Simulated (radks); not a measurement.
Q: These are the eigenvalues of the occupied orbitals of an atom or ion with whole-number occupations (eV). Calculated with a radial shooting solver on a logarithmic mesh with Libxc functionals: scalar-relativistic Kohn-Sham, r2SCAN, spin-polarised, spherical densities, finite nucleus; meta-GGA in the generalised Kohn-Sham scheme; Fermi nuclear charge, rms radius of each element as measured or else 0.836 A^(1/3) + 0.57 fm.

1s up: -2462.674
1s down: -2462.397
2s up: -258.3476
2s down: -258.1681
2p up: -201.2484
2p down: -200.9076
3s up: -53.6863
3s down: -51.4664
3p up: -41.0444

Which element is it, and in what charge state? The configuration may be excited. Open shells, if any, are filled with parallel spins first.

A: Z = 16, sulfur, charge +3: S3+ in [Ne] 3s2 3p1. The list shows which subshells hold electrons but not how many an open one holds; the 1s level, -90.502 hartree, gives Z - s = 13.5 by -(Z - s)^2/2, which with screening and relativity narrows Z to a few neighbours, and the depths of the outer levels then fix element, charge and occupations together.
